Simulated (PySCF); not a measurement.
H4OSe2Si, SMILES [SiH3]O[Se][SeH]. The structure is a stationary point at PBE0-D3(BJ)/def2-SVP. Other conformers were not sampled.

**Question.** Give the equilibrium geometry at PBE0-D3(BJ)/def2-SVP (PySCF confirms it by a frequency run) as bond lengths and angles. (An estimate is asked for; the answer gives what the named calculation found.)

**Answer.** This is not unique; one that fits is 
Atoms: Se1 Se2 H3 O4 Si5 H6 H7 H8. Bonds (Å): Se1–Se2 2.301, Se1–O4 1.814, Se2–H3 1.478, O4–Si5 1.686, Si5–H6 1.494, Si5–H7 1.489, Si5–H8 1.493. Angles (°): Se2–Se1–O4 103.5, Se1–Se2–H3 97.2, Se1–O4–Si5 119.1, O4–Si5–H6 110.7, O4–Si5–H7 105.6, O4–Si5–H8 110.7, H6–Si5–H7 110.4, H6–Si5–H8 109.1, H7–Si5–H8 110.3.
